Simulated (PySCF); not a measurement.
# BeH: one state, many levels of theory

State: ²Σ⁺ (doublet), unpaired electrons σ ↑. Set-up: PySCF, no relativity, basis sets Be def2-SVPD, H def2-SVPD. De refers to Be + H in their ground configurations, without counterpoise correction. The functionals are run spin-unrestricted. A positive dipole means Be(−)H(+).

```json
{"Level": "UHF", "Re (Å)": "1.343", "ωe (cm⁻¹)": "2136", "De (eV)": "2.23", "μ (D)": "-0.28", "CPU s a point (SCF and correlation, without the integrals)": "0.022"}
{"Level": "UHF-MP2", "Re (Å)": "1.341", "ωe (cm⁻¹)": "2120", "De (eV)": "2.32", "μ (D)": "n/a", "CPU s a point (SCF and correlation, without the integrals)": "0.03"}
{"Level": "UHF-SCS-MP2", "Re (Å)": "1.341", "ωe (cm⁻¹)": "2115", "De (eV)": "2.32", "μ (D)": "n/a", "CPU s a point (SCF and correlation, without the integrals)": "n/a"}
{"Level": "UHF-CCSD", "Re (Å)": "1.347", "ωe (cm⁻¹)": "2058", "De (eV)": "2.00", "μ (D)": "n/a", "CPU s a point (SCF and correlation, without the integrals)": "n/a"}
{"Level": "UHF-CCSD(T)", "Re (Å)": "1.348", "ωe (cm⁻¹)": "2054", "De (eV)": "2.01", "μ (D)": "n/a", "CPU s a point (SCF and correlation, without the integrals)": "0.21"}
{"Level": "PBE", "Re (Å)": "1.360", "ωe (cm⁻¹)": "2003", "De (eV)": "2.44", "μ (D)": "-0.23", "CPU s a point (SCF and correlation, without the integrals)": "0.16"}
{"Level": "r²SCAN", "Re (Å)": "1.354", "ωe (cm⁻¹)": "2042", "De (eV)": "2.65", "μ (D)": "-0.28", "CPU s a point (SCF and correlation, without the integrals)": "0.24"}
{"Level": "B3LYP", "Re (Å)": "1.344", "ωe (cm⁻¹)": "2071", "De (eV)": "2.54", "μ (D)": "-0.28", "CPU s a point (SCF and correlation, without the integrals)": "0.19"}
{"Level": "PBE0", "Re (Å)": "1.352", "ωe (cm⁻¹)": "2051", "De (eV)": "2.45", "μ (D)": "-0.23", "CPU s a point (SCF and correlation, without the integrals)": "0.23"}
{"Level": "BHandHLYP", "Re (Å)": "1.337", "ωe (cm⁻¹)": "2121", "De (eV)": "2.52", "μ (D)": "-0.28", "CPU s a point (SCF and correlation, without the integrals)": "0.13"}
{"Level": "LC-ωPBE", "Re (Å)": "1.349", "ωe (cm⁻¹)": "2080", "De (eV)": "2.49", "μ (D)": "-0.21", "CPU s a point (SCF and correlation, without the integrals)": "0.24"}
{"Level": "B2PLYP", "Re (Å)": "1.342", "ωe (cm⁻¹)": "2095", "De (eV)": "2.43", "μ (D)": "-0.28", "CPU s a point (SCF and correlation, without the integrals)": "0.13"}
```

Which functional lies closest to UHF-CCSD(T) in De, which farthest, and by how much do they differ from it?

Closest is B2PLYP (-0.6 pm in Re, +2.0 % in ωe, +0.42 eV in De against UHF-CCSD(T) in the same basis), farthest r²SCAN (+0.6 pm in Re, -0.6 % in ωe, +0.64 eV in De). CCSD(T) converges more slowly with the basis than the functionals do and binds too weakly in this one, so the order can change at the basis-set limit.

What does a quarter of exact exchange do here, going from PBE to PBE0?

PBE0 less PBE: -0.8 pm in Re, +2.4 % in ωe, +0.01 eV in De. Exact exchange removes part of the self-interaction that spreads semilocal densities, and in most molecules shortens and stiffens the bond and lowers De; so it does here.

What does second-order correlation do here, going from UHF to UHF-MP2?

UHF-MP2 less UHF: -0.2 pm in Re, -0.7 % in ωe, +0.09 eV in De. Correlation nearly always deepens the well. The bond shortens, as in weak, metallic or heavy-atom bonds, where dispersion and the correlation of outer-core electrons pull the atoms together.

Correlated steps freeze no core orbitals. Correlated levels converge slowly with the basis: in double zeta they bind strong bonds too weakly, by up to about 1 eV, and carry superposition errors of some tenths. B2PLYP dipoles, levels and charges come from its SCF part alone. The state was picked by a PBE0 search and need not be the measured ground state.

The whole job (state search and all levels along the bond) took about 0.37 min on 1 thread of Arm Neoverse V1 (shared host), peak memory 0.3 GiB.
